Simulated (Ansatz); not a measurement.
A run for Ansatz (a first-principles code): R-wB97M-V/def2-TZVPPD on GaH3 (SMILES [GaH3]) with ghost functions, monomers drawn apart or pushed together. Files ending in .json are basis or fitting sets from the Basis Set Exchange.

Ansatz 0.2 input:
```yaml
crystal:
  periodic: [false, false, false]
  atoms:
    - {symbol: Ga, position_ang: [-0.74918679, 0.40672621, 1.71060508]}
    - {symbol: H, position_ang: [-1.49296131, 1.74067304, 2.13116659]}
    - {symbol: H, position_ang: [0.59104748, 0.53920122, 0.87650540]}
    - {symbol: H, position_ang: [-1.62811274, -0.89356630, 1.49561764]}
basis:
  gaussian:
    orbitals: def2-TZVPPD.json
    ghost_atoms:
      - {symbol: C, position_ang: [-0.28236928, -0.68457870, 6.14572625]}
      - {symbol: N, position_ang: [0.80761397, -0.50808842, 5.17133030]}
      - {symbol: C, position_ang: [1.57188683, -1.75867073, 5.02783331]}
      - {symbol: C, position_ang: [1.69641008, 0.58807123, 5.59220012]}
      - {symbol: H, position_ang: [0.11642382, -0.94328183, 7.13291296]}
      - {symbol: H, position_ang: [-0.94419900, -1.47846467, 5.80512692]}
      - {symbol: H, position_ang: [-0.85289761, 0.23926644, 6.21836558]}
      - {symbol: H, position_ang: [2.02580288, -2.04882110, 5.98192148]}
      - {symbol: H, position_ang: [2.35422725, -1.61879408, 4.28442176]}
      - {symbol: H, position_ang: [0.90606512, -2.55040782, 4.69004235]}
      - {symbol: H, position_ang: [2.15364085, 0.36716385, 6.56310314]}
      - {symbol: H, position_ang: [2.47872786, 0.72274278, 4.84781515]}
      - {symbol: H, position_ang: [1.12156702, 1.50916230, 5.66590335]}
hamiltonian:
  xc: {name: wB97M-V}
scf: {lower_state_search: off}
```

Program output:

```
WARN ansatz: RAYON_NUM_THREADS=6 ignored (pool sized by the plan → 6); use --threads N
Functional definition: wB97M-V
these checks for a lower state are left out or cut short: stability, starts, cluster_reference, orbital_swaps, neighbouring_geometries, increment
integrals: 0.71 GiB planned
1697 factors; their error is unknown
integrals: 0.76 GiB planned
582 factors; integrals over basis functions are off by at most 2.2e-5 eV
mean field: 5.30 GiB planned
mean field evaluation 1: about -52422.0383 eV, gradient 2.0e1 eV
mean field evaluation 2: about -52422.2199 eV, gradient 2.1e1 eV
mean field evaluation 4: about -52422.5349 eV, gradient 3.9e-1 eV
mean field evaluation 8: about -52422.6307 eV, gradient 1.8e-2 eV
mean field -52422.63069461 eV, -1926.4961446916 hartree, gradient 4.4e-6 eV, S^2 0.000000; 0 other end points of the search recorded, 0 dependent functions left out
reference -52422.63074850 eV, -1926.4961466719 hartree; 17, 17 occupied and 389, 389 virtual orbitals, 1697 factors
Total energy: -52422.63074850 eV, -1926.4961466719 hartree
Checks for a lower state left out: stability, starts, cluster_reference, orbital_swaps, neighbouring_geometries, increment
```

The run converged.

Cost: about 21 core-seconds (a rough figure).
